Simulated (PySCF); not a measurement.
One molecule, many functionals

Compound: C4H6OSi.
Structure used (PBE0-D3(BJ)/def2-SVP), in Å, numbered top down from 1:
```xyz
12
C4H6OSi angstrom
C      2.9628    0.5361    0.0433
C      2.0790   -0.2828    0.1965
C      1.0717   -1.2620    0.3878
C     -0.2406   -1.0604    0.1655
O     -0.7362    0.1051   -0.2693
Si    -2.3551    0.4695   -0.5467
H      3.7388    1.2653   -0.0955
H      1.3728   -2.2521    0.7412
H     -0.9562   -1.8751    0.3414
H     -3.1357    0.3033    0.7153
H     -2.3753    1.8796   -1.0069
H     -2.9099   -0.4446   -1.5888
```

Linear-response calculations in the def2-SVPD basis (PySCF; singlets by full response, triplets Tamm–Dancoff, core orbitals frozen in the response; HF means time-dependent Hartree–Fock). 'Strongest' is the level of largest summed f among the singlets computed (6 and 10 roots, of which the last may lack a degenerate partner); it can jump between rows when another state enters that window. S1 is the lowest singlet of each run and needn't be the same state throughout; f(S1) is that of one state. One conformer (not necessarily the lowest) at the PBE0-D3(BJ)/def2-SVP geometry, without solvent, vibrations or thermal averaging.

```json
{"run": "1", "S1 (eV)": "5.25", "f(S1)": "0.000", "strongest (eV)": "5.35", "T1 (eV)": "not run", "HOMO (eV)": "-6.49", "gap (eV)": "5.84", "ionisation energy, ΔSCF (eV)": "not run"}
{"run": "2", "S1 (eV)": "5.45", "f(S1)": "0.421", "strongest (eV)": "5.45", "T1 (eV)": "3.39", "HOMO (eV)": "-8.25", "gap (eV)": "9.35", "ionisation energy, ΔSCF (eV)": "8.46"}
{"run": "3", "S1 (eV)": "5.42", "f(S1)": "0.412", "strongest (eV)": "5.42", "T1 (eV)": "3.29", "HOMO (eV)": "-7.72", "gap (eV)": "8.15", "ionisation energy, ΔSCF (eV)": "8.50"}
{"run": "4", "S1 (eV)": "5.60", "f(S1)": "0.422", "strongest (eV)": "5.60", "T1 (eV)": "3.24", "HOMO (eV)": "-9.02", "gap (eV)": "10.55", "ionisation energy, ΔSCF (eV)": "8.60"}
```

Problem. The runs used CAM-B3LYP, LC-wPBE, PBE0 and wB97X-D. Which is which?

Solution. 1 = PBE0, 2 = wB97X-D, 3 = CAM-B3LYP, 4 = LC-wPBE. S1 runs from 5.25 eV (PBE0) to 5.60 eV (LC-wPBE), a spread of 0.35 eV, while the orbital gap spreads over 4.7 eV. −ε(HOMO) comes closest to its own ΔSCF ionisation energy with wB97X-D (-0.21 eV) and misses most with CAM-B3LYP (-0.78 eV).
